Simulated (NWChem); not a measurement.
# 1,1-difluoroethane (C$_{2}$H$_{4}$F$_{2}$); SMILES CC(F)F

All runs: NWChem. Pople sets run with spherical d functions. Coordinates come from a PBE0/def2-SVP optimisation.

### Question
Taking B3LYP/aug-cc-pVTZ as the yardstick, which of these has the fewest basis functions while keeping “highest occupied level (eV)” within 0.2 eV of it: B3LYP/3-21G; B3LYP/def2-TZVP; B3LYP/STO-3G; B3LYP/def2-SVPD; B3LYP/6-311++G**; B3LYP/6-31+G*; B3LYP/def2-SVP; B3LYP/6-31G*?

### Answer
B3LYP/6-31+G*.
```
level              basis functions  highest occupied level (eV)
-----------------  ---------------  ---------------------------
B3LYP/STO-3G                    24                        -4.75
B3LYP/3-21G                     44                        -8.60
B3LYP/6-31G*                    64                        -8.90
B3LYP/def2-SVP                  76                        -9.14
B3LYP/6-31+G*                   80                        -9.47
B3LYP/6-311++G**               116                        -9.50
B3LYP/def2-SVPD                118                        -9.53
B3LYP/def2-TZVP                148                        -9.39
B3LYP/aug-cc-pVTZ              276                        -9.44
```

The yardstick is one finite set, not the basis-set limit.
